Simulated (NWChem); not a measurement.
BeSiH$_{4}$; SMILES [BeH][SiH3]

Computed with NWChem. The geometry was optimised at PBE0/def2-SVP. Core excitations by TDA in a window of 1s orbitals, non-relativistic and unshifted: absolute energies depend strongly on the exact-exchange share.

### Question
What does the run give for Si K edge, B3LYP/def2-TZVP? Quantities: first 1s excitation (eV); dipole oscillator strength of the first.

### Answer
* **first 1s excitation (eV)**: 1795.5
* **dipole oscillator strength of the first**: 0.0003
